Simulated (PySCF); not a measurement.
# Löwdin shares of the frontier orbitals

C4H11NSi.
Numbering: `[CH3:1][NH:2][SiH:3]1[CH2:4][CH2:5][CH2:6]1` (hydrogens: H7, H8, H9 on C1; H10 on N2; H11 on Si3; H12, H13 on C4; H14, H15 on C5; H16, H17 on C6)

Geometry (PBE0-D3(BJ)/def2-SVP, Å), atoms numbered from 1 in this order:
```xyz
17
C4H11NSi angstrom
C      3.1086   -0.4778   -0.1799
N      1.8214    0.0431    0.2068
Si     0.2714   -0.4338   -0.3740
C     -1.1827   -0.8511    0.7718
C     -2.0801   -0.1284   -0.2662
C     -1.0441    0.8116   -0.9362
H      3.7691    0.2953   -0.6139
H      2.9795   -1.2556   -0.9476
H      3.6525   -0.9448    0.6620
H      1.8683    0.7689    0.9131
H      0.5378   -1.5013   -1.3891
H     -1.4501   -1.8863    1.0294
H     -1.1232   -0.2695    1.7079
H     -2.9619    0.3807    0.1574
H     -2.4581   -0.8552   -1.0045
H     -0.9538    1.7558   -0.3717
H     -1.2060    1.0613   -1.9948
```

The calculation used PySCF 2.14.0, density-fitted response routines, TDDFT CAM-B3LYP/def2-SVPD, vertical, gas phase, core orbitals frozen in the response.

Kohn–Sham orbitals with the atoms that hold most of them (Löwdin shares over 4%, at most four atoms; ? is withheld):

```json
{"orbital": "HOMO-3", "ε (eV)": "-10.60", "atoms": "C5 24%, H15 14%, C6 14%, C4 14%"}
{"orbital": "HOMO-2", "ε (eV)": "-9.76", "atoms": "C4 20%, C6 20%, Si3 19%, N2 15%"}
{"orbital": "HOMO-1", "ε (eV)": "-9.12", "atoms": "?"}
{"orbital": "HOMO", "ε (eV)": "-7.89", "atoms": "N2 46%, C1 10%, Si3 10%, C4 9%"}
{"orbital": "LUMO", "ε (eV)": "?", "atoms": "?"}
{"orbital": "LUMO+1", "ε (eV)": "1.62", "atoms": "C5 16%, H14 10%, C6 9%, C4 9%"}
{"orbital": "LUMO+2", "ε (eV)": "1.93", "atoms": "Si3 14%, C4 14%, C6 13%, H11 10%"}
```

(1) Which atoms hold the LUMO, and with what shares?

(2) Which atoms hold the HOMO-1, and with what shares?

(3) What is the LUMO energy, and the HOMO–LUMO gap?

Answers

(1) Si3 (bonded to 2 C, N and H) 25%; C1 (bonded to N and 3 H) 22%; H10 (bonded to N) 12%; H9 (bonded to C) 6%. By element: silicon 25%, carbon 22% or more, hydrogen 18% or more.

(2) Si3 (bonded to 2 C, N and H) 19%; C6 (bonded to C, Si and 2 H) 17%; C5 (bonded to 2 C and 2 H) 17%; C4 (bonded to C, Si and 2 H) 17%. By element: carbon 50% or more, silicon 19%.

(3) ε(LUMO) = 1.37 eV; the gap is 9.26 eV (0.3404 hartree).

The HOMO–LUMO gap is 9.26 eV. Where does the response calculation put the lowest singlet, and from which orbitals?

S1 is at 6.03 eV (f = 0.0028), 3.23 eV below the gap, made of HOMO→LUMO (84%). 

Give energy, strength and leading configuration of S1, S2 and S6, and follow the Löwdin shares of the leading atoms from the occupied to the empty orbital.

- S1 (6.03 eV, f 0.0028), HOMO→LUMO (84%): N2 46% → at most 6%, C1 10% → 22%, Si3 10% → 25%
- S2 (6.78 eV, f 0.031), HOMO→LUMO+1 (74%): N2 46% → at most 9%, C1 10% → at most 9%, C5 at most 10% → 16%, H14 at most 10% → 10%
- S6 (7.68 eV, f 0.0017), HOMO-1→LUMO+1 (72%): Si3 19% → at most 9%, C6 17% → 9%, C5 17% → 16%, H14 at most 17% → 10%

Löwdin shares depend on the basis, the more so with diffuse functions.

One conformer stands for the species.
